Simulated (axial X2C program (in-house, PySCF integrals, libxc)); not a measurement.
SnF: from the spin-free to the two-component result

Computed with an axial X2C code built on PySCF integrals. Spin-free means the one-electron spin-free X2C Hamiltonian; two-component (2c) means X2C with spin–orbit coupling and atomic mean-field two-electron Coulomb and Gaunt terms, so the difference of the two also holds small scalar two-electron terms. Basis: Sn dyall-cv3z [11s12p9d4f1g], F dyall-av3z [7s6p3d2f] (cores contracted in-house); Gaussian nuclei, density fitting, unrestricted open shells. Masses: Sn 119.902 u, F 18.998 u.

Spin-free state: M_S = 1/2, Λ = 1 (beyond evenly filled blocks: π+α); fragments Sn + F.

| level | Re (Å) | ωe (cm⁻¹) | De (eV) | μ (D) |
| --- | --- | --- | --- | --- |
| PBE0 | 1.949 | 576.3 | 4.865 | -2.65 |
| HF | 1.929 | 606.2 | 3.004 | -2.71 |
| MP2 | 1.950 | 575.4 | 5.164 | n/a |
| CCSD | 1.944 | 587.3 | 4.897 | n/a |
| CCSD(T) | 1.947 | 582.3 | n/a | n/a |
| B3LYP | 1.966 | 558.3 | 5.025 | -2.82 |

Correlated methods: 21 electrons correlated (number of frozen shells: Sn 4 s, 3 p, 1 d; F 1 s), 257 virtual spin orbitals or spinors in MP2, 110 natural virtuals in coupled cluster.

Dipoles are positive if F is the positive end.

(1) Within this multiplet, which Ω should lie lowest by the rule for regular and inverted multiplets?

Two-component determinant lowest at the distance of the search:

Ω = 1/2 (⟨Sz⟩ = -0.50, ⟨Lz⟩ = 1.00 at HF); fragments Sn + F.

```json
{"level": "PBE0", "Re (Å)": "1.952", "ωe (cm⁻¹)": "572.7", "μ (D)": "-2.70"}
{"level": "HF", "Re (Å)": "1.931", "ωe (cm⁻¹)": "602.4", "μ (D)": "-2.76"}
{"level": "MP2", "Re (Å)": "1.953", "ωe (cm⁻¹)": "571.8", "μ (D)": "n/a"}
{"level": "CCSD", "Re (Å)": "1.947", "ωe (cm⁻¹)": "583.8", "μ (D)": "n/a"}
{"level": "CCSD(T)", "Re (Å)": "1.950", "ωe (cm⁻¹)": "578.9", "μ (D)": "n/a"}
{"level": "B3LYP", "Re (Å)": "1.970", "ωe (cm⁻¹)": "554.5", "μ (D)": "-2.87"}
```

(2) From the two tables, how do the constants change at the CCSD(T) level (2c against spin-free)?

The state is one determinant whose occupation by symmetry is held fixed; it was picked as the lowest of a PBE0 search that is not exhaustive. Dissociation energies refer to the lowest single-determinant-based atoms at the same level and basis. De is not given where an atomic determinant may have missed its ground term or J level, or where the truncated virtual space spoils (T). Density functionals use the spin component along the axis (collinear). Coupled cluster ran in a truncated set of natural virtual spinors; the MP2 energy of the rest was added. (T) has no such correction and the atoms are truncated less, which lowers De at CCSD(T) by a hundredth of an eV or more. Without a current term, density functionals place determinants with orbital angular momentum somewhat too high.

## Answers

(1) The open π shell holds one electron, so the multiplet is regular: Ω = Λ − 1/2 = 1/2. The PBE0 2c search agrees.

(2) At the CCSD(T) level Re rises by 0.003 Å and ωe goes down by 3.4 cm⁻¹.
